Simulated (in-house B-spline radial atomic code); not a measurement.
RPA and G0W0 on HSE06: the silicon ion Si²⁺

Configuration [Ne] 3s2, mean-field start HSE06. Computed with a B-spline radial code for spherical atoms: all electrons, non-relativistic, point nucleus, each spin shell either full or empty, empty states to l = 9 with an (l + 1/2)⁻⁴ tail; G0W0 by contour deformation at full frequency.

Command:
```bash
python run_gw.py task.json out
```
Settings (radii: box in bohr, nucleus in fm):
```
Z                        14
electrons                12
configuration            [Ne] 3s2
hamiltonian              nr
method                   hse06
lmax                     9
spin_polarised           False
box_radius               17.55
intervals                49
ion_configuration        [Ne] 3s1
```

Cost of the run: 3 s on 1 thread of Arm Neoverse N1, with other jobs on the host.

Energies (hartree):

```tsv
term	value
mean-field total	-288.36978
Hartree-Fock functional on these orbitals	-287.99110
direct second order	-0.80949
second-order exchange	0.29459
SOSEX correction	0.26168
```

Problem. What is the RPA correlation energy, and what remains with SOSEX?

Solution. RPA gives -0.70431 hartree (-1.6 eV per electron); RPA + SOSEX gives -0.44262, and the second-order doubles -0.5149 hartree (no singles). SOSEX takes back 37 % of the RPA value.

Quasi-particle levels (eV):

| level | occupied | mean field | Σx - vxc | Σc | QP weight | G0W0 |
| --- | --- | --- | --- | --- | --- | --- |
| 3s | yes | -29.248 | -2.88 | ? | ? | ? |
| 3p | no | -19.800 | 4.60 | -1.52 | 0.930 | -16.727 |

G0W0 = mean field + (Σx - vxc) + Σc, with Σc (partial-wave tail included) taken at the quasi-particle energy. Levels of low weight are left out.

Problem. Where does G0W0 put 3s?

Solution. At -33.71 eV, with Σc = -1.59 eV and a quasi-particle weight of 0.939. The tabulated removal energy is 33.493 eV (NIST, measured); the calculation leaves out relativity, Breit and QED terms, and what these don't explain is the method's own error.

Problem. What does it cost to remove one electron (to [Ne] 3s1) by differences of total energies, each species on its own start (correlation terms add to the Hartree-Fock functional)?

Solution. HSE06 33.25 eV, Hartree-Fock functional 31.94 eV, + RPA 33.78 eV, + RPA + SOSEX 33.30 eV, + second order 33.88 eV. Tabulated: 33.493 eV (NIST, measured); the calculation leaves out relativity, Breit and QED terms, and what these don't explain is the method's own error.
